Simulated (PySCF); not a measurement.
H6N2OSi2.
Geometry (PBE0-D3(BJ)/def2-SVP, Å), atoms numbered from 1 in this order:
```
atom  x, y, z in Å
O1     2.1540   -0.4539    0.4511
Si2    0.8206    0.0540   -0.3917
N3    -0.3293    1.0499    0.4611
Si4   -1.6573   -0.0473    0.1754
N5    -0.4815   -1.0900   -0.5861
H6     1.9693   -0.8598    1.3043
H7     1.4251    0.6149   -1.6251
H8    -0.2748    1.9791    0.8501
H9    -2.7419    0.4665   -0.7196
H10   -2.3254   -0.5977    1.3978
H11   -0.5608   -1.9529   -1.1027
```

Computed, not measured: delta-SCF UKS SCAN, pcX-2 on the ionised atom, pcseg-1 elsewhere, spin-free X2C (PySCF). Vertical ΔSCF values, vacuum level as zero.

Some binding energies are withheld.

```tsv
atom(s)	bonded to	level	binding energy (eV)
N3/N5	H and 2 Si	N 1s	?
O1	H and Si	O 1s	?
Si2	O, 2 N and H	Si 1s	?
Si4	2 N and 2 H	Si 1s	1847.27
Si2	O, 2 N and H	Si 2p3/2	107.49
Si4	2 N and 2 H	Si 2p3/2	107.26
```

Question: Fill in Si 1s for Si2.

Answer: 1847.65 eV (oxygen-bound silicon). The other listed Si 1s value is that of Si4; the shift against it is +0.38 eV.

Question: Fill in N 1s for N3/N5.

Answer: 403.99 eV (nitrogen bridging silicon atoms).

Question: Fill in O 1s for O1.

Answer: 538.41 eV (silanol oxygen).

Lowest listed Si 1s: Si4, bonded to 2 N and 2 H. Highest, 0.38 eV above it: Si2, bonded to O, 2 N and H.

Question: What is the longest wavelength that can ionise Si 2p3/2 of Si2 vertically?

Answer: λ = hc/E = 12398.42 eV Å / 107.49 eV = 115.345 Å.

Atoms equivalent by their bonding share one computed value, that of the first of them. For 2p shells one spin-free hole was relaxed; a mean-field spin–orbit operator and the ground-state splitting of the three 2p orbitals were then diagonalised within the shell. The shell's mean is (2 × 2p3/2 + 2p1/2)/3, and the degeneracies 2j + 1 give areas of 2:1. 2p1/2 minus 2p3/2 (ligand field included): Si 0.63 eV. One conformer (not necessarily the lowest) at the PBE0-D3(BJ)/def2-SVP geometry, without solvent, vibrations or thermal averaging.

Time: 42 s of wall time. Hardware: one thread of an Arm Neoverse V1, on a shared host.
